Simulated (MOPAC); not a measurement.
Input file for MOPAC: PM7 on CH6BeGe (SMILES [CH3][Be][GeH3]), a point of a bond scan (R = 1.546 Å).

```
PM7 1SCF PRECISE CHARGE=0 THREADS=1
CH6BeGe

Be    -0.18384765 1     1.04916504 1    -0.75458802 1
C     -0.41926256 1     2.39260940 1    -1.72082973 1
H     -1.22682849 1     3.03090250 1    -1.34594530 1
H     -0.68259427 1     2.11781029 1    -2.74808870 1
H      0.47837929 1     3.01783564 1    -1.77956966 1
Ge     0.12640089 1    -0.72133305 1     0.51880234 1
H      0.98119774 1    -1.81784029 1    -0.15781112 1
H      0.84789286 1    -0.39872335 1     1.84778085 1
H     -1.19190946 1    -1.41964363 1     0.92528940 1
```

The log:

```
*******************************************************************************
 **                                                                           **
 **                              MOPAC v23.2.5                                **
 **                                                                           **
 *******************************************************************************
 ** MOPAC's Digital Object Identifier: https://doi.org/10.5281/zenodo.6511958 **
 **                                                                           **
 ** Please cite the open-source release paper for use of this MOPAC version:  **
 ** J. E. Moussa and J. J. P. Stewart (2026)                                  **
 ** MOPAC: An open-source semiempirical molecular orbital program             **
 ** J. Open Source Softw., 11(119), 8025, https://doi.org/10.21105/joss.08025 **
 *******************************************************************************

                              PM7 CALCULATION RESULTS

 *******************************************************************************
 *  PM7        - The PM7 Hamiltonian to be used
 *
 *
 *
 *                 CHARGE ON SYSTEM = 0
 *
 *
 *
 *  PRECISE    - TIGHTER CRITERIA TO BE USED
 *  1SCF       - DO 1 SCF AND THEN STOP
 *  THREADS=1  - MULTI-THREADING NOT USED
 *  T=         - A TIME OF 172800.0 SECONDS REQUESTED
 *  DUMP=N     - RESTART FILE WRITTEN EVERY 7200.0 SECONDS REQUESTED
 *******************************************************************************
PM7 1SCF PRECISE CHARGE=0 THREADS=1
 CH6BeGe

   ATOM   CHEMICAL          X               Y               Z
  NUMBER   SYMBOL      (ANGSTROMS)     (ANGSTROMS)     (ANGSTROMS)

     1      Be         -0.18384765  *   1.04916504  *  -0.75458802  *
     2       C         -0.41926256  *   2.39260940  *  -1.72082973  *
     3       H         -1.22682849  *   3.03090250  *  -1.34594530  *
     4       H         -0.68259427  *   2.11781029  *  -2.74808870  *
     5       H          0.47837929  *   3.01783564  *  -1.77956966  *
     6      Ge          0.12640089  *  -0.72133305  *   0.51880234  *
     7       H          0.98119774  *  -1.81784029  *  -0.15781112  *
     8       H          0.84789286  *  -0.39872335  *   1.84778085  *
     9       H         -1.19190946  *  -1.41964363  *   0.92528940  *



          CARTESIAN COORDINATES

    NO.       ATOM           X           Y           Z

     1        Be         -0.1838      1.0492     -0.7546
     2         C         -0.4193      2.3926     -1.7208
     3         H         -1.2268      3.0309     -1.3459
     4         H         -0.6826      2.1178     -2.7481
     5         H          0.4784      3.0178     -1.7796
     6        Ge          0.1264     -0.7213      0.5188
     7         H          0.9812     -1.8178     -0.1578
     8         H          0.8479     -0.3987      1.8478
     9         H         -1.1919     -1.4196      0.9253

 General Reference for PM7:
 "Optimization of Parameters for Semiempirical Methods VI: More Modifications to the
 NDDO Approximations and Re-optimization of Parameters", J. J. P. Stewart, J. Mol. Mod., 1:32, 19 (2013)
 https://link.springer.com/article/10.1007/s00894-012-1667-x

           Empirical Formula: C H6 Be Ge  =     9 atoms



      MOLECULAR POINT GROUP   :   C3


      RHF CALCULATION, NO. OF DOUBLY OCCUPIED LEVELS = 8


 -------------------------------------------------------------------------------
 PM7 1SCF PRECISE CHARGE=0 THREADS=1
 CH6BeGe



     1SCF WAS SPECIFIED, SO BFGS WAS NOT USED
     SCF FIELD WAS ACHIEVED


                              PM7 CALCULATION
                                                       MOPAC v23.2.5 Linux




          FINAL HEAT OF FORMATION =         16.15410 KCAL/MOL =      67.58874 KJ/MOL


          COSMO AREA              =        123.34 SQUARE ANGSTROMS
          COSMO VOLUME            =        110.95 CUBIC ANGSTROMS

          IONIZATION POTENTIAL    =         10.480018 EV
          HOMO LUMO ENERGIES (EV) =        -10.480  0.865
          NO. OF FILLED LEVELS    =          8
          MOLECULAR WEIGHT        =         99.6606         POINT GROUP:  C3

          MOLECULAR DIMENSIONS (Angstroms)

            Atom       Atom       Distance
            H     8    H     4     5.45869
            H     3    H     7     3.86501
            H     5    H     9     3.51842


          SCF CALCULATIONS        =          1





   ATOM   CHEMICAL          X               Y               Z
  NUMBER   SYMBOL      (ANGSTROMS)     (ANGSTROMS)     (ANGSTROMS)

     1      Be         -0.18384765  *   1.04916504  *  -0.75458802  *
     2       C         -0.41926256  *   2.39260940  *  -1.72082973  *
     3       H         -1.22682849  *   3.03090250  *  -1.34594530  *
     4       H         -0.68259427  *   2.11781029  *  -2.74808870  *
     5       H          0.47837929  *   3.01783564  *  -1.77956966  *
     6      Ge          0.12640089  *  -0.72133305  *   0.51880234  *
     7       H          0.98119774  *  -1.81784029  *  -0.15781112  *
     8       H          0.84789286  *  -0.39872335  *   1.84778085  *
     9       H         -1.19190946  *  -1.41964363  *   0.92528940  *

                             CARTESIAN COORDINATES

   1   Be       -0.183847650     1.049165040    -0.754588020
   2    C       -0.419262560     2.392609400    -1.720829730
   3    H       -1.226828490     3.030902500    -1.345945300
   4    H       -0.682594270     2.117810290    -2.748088700
   5    H        0.478379290     3.017835640    -1.779569660
   6   Ge        0.126400890    -0.721333050     0.518802340
   7    H        0.981197740    -1.817840290    -0.157811120
   8    H        0.847892860    -0.398723350     1.847780850
   9    H       -1.191909460    -1.419643630     0.925289400


           Empirical Formula: C H6 Be Ge  =     9 atoms



      MOLECULAR POINT GROUP   :   C3


                  EIGENVALUES
 -24.04102 -16.63226 -13.65934 -13.65934 -12.24271 -11.66922 -11.66922 -10.48002
   0.86526   1.18709   1.18709   3.06740   3.06740   4.68125   5.08486   5.86478
   5.86478   7.33025


              NET ATOMIC CHARGES AND DIPOLE CONTRIBUTIONS

  ATOM NO.   TYPE          CHARGE      No. of ELECS.   s-Pop       p-Pop
    1         Be           0.578826        1.4212     0.71485     0.70633
    2          C          -0.761479        4.7615     1.06290     3.69857
    3          H           0.162393        0.8376     0.83761
    4          H           0.162393        0.8376     0.83761
    5          H           0.162393        0.8376     0.83761
    6         Ge          -0.479191        4.4792     0.96386     3.51533
    7          H           0.058221        0.9418     0.94178
    8          H           0.058221        0.9418     0.94178
    9          H           0.058221        0.9418     0.94178
 DIPOLE           X         Y         Z       TOTAL
 POINT-CHG.    -0.207     1.179    -0.848     1.467
 HYBRID         0.017    -0.100     0.072     0.124
 SUM           -0.189     1.080    -0.776     1.343


          ATOMIC ORBITAL ELECTRON POPULATIONS

     Atom    s        px        py        pz
    1 Be   0.71485   0.04105   0.42932   0.23596
    2  C   1.06290   1.19410   1.27151   1.23296
    3  H   0.83761
    4  H   0.83761
    5  H   0.83761
    6 Ge   0.96386   1.10277   1.24060   1.17196
    7  H   0.94178
    8  H   0.94178
    9  H   0.94178

 **********************
 *                    *
 * JOB ENDED NORMALLY *
 *                    *
 **********************




 == MOPAC DONE ==
```

The run finished.

Cost: roughly 0.020 core-seconds.
